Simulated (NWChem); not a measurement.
## tetraarsenic (As4)

```
As
As 1 2.4334
As 1 2.4335 2 60.00
As 1 2.4335 2 60.00 3 70.53
```
Charge 0, spin multiplicity 1.

Program: NWChem. The geometry was optimised at PBE0/def2-SVP, held to C2v symmetry and with no frequency check, so it may be a saddle point.

The Hamiltonian is non-relativistic. No SCF solution was tested for a lower state.

Worked example. At PBE0/def2-TZVP the molecule has a total energy of -8942.54360 Ha and the free atoms (multiplicities As 4) As -2235.53903 Ha. The electronic atomisation energy is the atoms' sum less the molecule's energy.

4·(-2235.53903) = -8942.15612 Ha for the atoms; less the molecule's energy this leaves 0.38748 Ha, or 243.1 kcal/mol (1017 kJ/mol), without zero-point, thermal or spin-orbit terms.
